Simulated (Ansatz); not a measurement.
Reaction (formal hydrolysis of a C–Si bond): `P[SiH2]C1CC1` + H₂O → `OC1CC1` + `[SiH3]P`

Computed with Ansatz on PBE0-D4/def2-TZVP structures; ΔE is electronic, products minus reactants. CCSD(T)/CBS adds triple-zeta CCSD(T) − MP2 to the extrapolated MP2 energy (def2 sets, frozen cores). This one scheme is used for every species. Each species was taken in one conformer, which may not be the lowest.

| species | CCSD/CBS(def2) energy (Eh) |
| --- | --- |
| `P[SiH2]C1CC1` | -749.52672 |
| H₂O | -76.37179 |
| `OC1CC1` | -192.86735 |
| `[SiH3]P` | -632.99752 |

Q: Work out ΔE.

A: ΔE = (-192.86735) + (-632.99752) − (-749.52672) − (-76.37179) = 0.03364 Eh = +21.1 kcal/mol. CCSD(T)/CBS gives +21.8 kcal/mol.

Largest T1 diagnostic among the species: 0.013.

The D4 term adds +2.6 kcal/mol with B3LYP and +1.6 kcal/mol with PBE0; it sums over pairs of atoms, weighted by their polarisabilities, and B3LYP, whose exchange is more repulsive, gets the larger term. At CCSD(T), def2-SVP lies −7.1 kcal/mol from the extrapolated value and def2-TZVPP −1.5 kcal/mol.

B3LYP here is the variant with VWN-RPA as its local correlation; programs differ in this.
